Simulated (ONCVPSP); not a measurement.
**Pseudopotential generation for Pt (Z = 78): ONCV, PBE, fully relativistic.**

Pt, optimised norm-conserving Vanderbilt (ONCV), made with ONCVPSP 4.0.1 (PBE, fully relativistic). Core [Kr] 4d10 4f14, reference 5s2 5p6 5d8.5 (charge +1.5). Waves: 5s: rc 1.65 bohr, ncon 4, nbas 7, qcut 5.9 1/bohr, 2 projectors, debl 3 Ha; 5p: rc 1.60 bohr, ncon 3, nbas 8, qcut 7.1 1/bohr, 3 projectors, debl 0.7 Ha; 5d: rc 2.45 bohr, ncon 4, nbas 9, qcut 5 1/bohr, 2 projectors, debl 1.3 Ha; f scattering state at 0.3 Ha: rc 2.10 bohr, ncon 4, nbas 7, qcut 5.9 1/bohr, 2 projectors, debl 1 Ha. Local part: polynomial inside 1.45 bohr (lpopt 2, dvloc0 0 Ha). Core correction: Teter function, fcfact 5.25, rcfact 1.25.

Open shells are filled in proportion to 2j + 1.

In the s channel the program set the typed energies aside and used -4.260, 0.050 Ha. In the p channel the program set the typed energies aside and used -2.436, 0.250, 0.950 Ha (j = l + 1/2; the other j can differ).

All-electron outer shells of the reference configuration (PBE, scalar-relativistic, ld1.x):

```tsv
shell	level (eV)	outermost node (bohr)	outermost maximum (bohr)
4f	-84.45	–	0.38
5p	-70.37	0.53	0.98
5d	-19.91	0.57	1.26
```

Results:

| Quantity | Value |
| --- | --- |
| Cutoffs needed | 17 Ha and 38 Ha (the cutoffs (Ha) at which the residual kinetic energy of the hardest occupied pseudo-wave falls to 1 and 0.1 mHa per electron) |
| Ghost test | no bound ghost flagged; no localised positive-energy state flagged |
| Largest excitation error | +15 meV (all-electron minus pseudo) for 5s2 5p6 5d8 6s1, out of 4 test configurations |
| rms error of d²Exc/dni dnj | 13.93 mHa without and 4.62 mHa with the model core |

Generation and tests took about 7.2 s on one core of a shared server CPU.
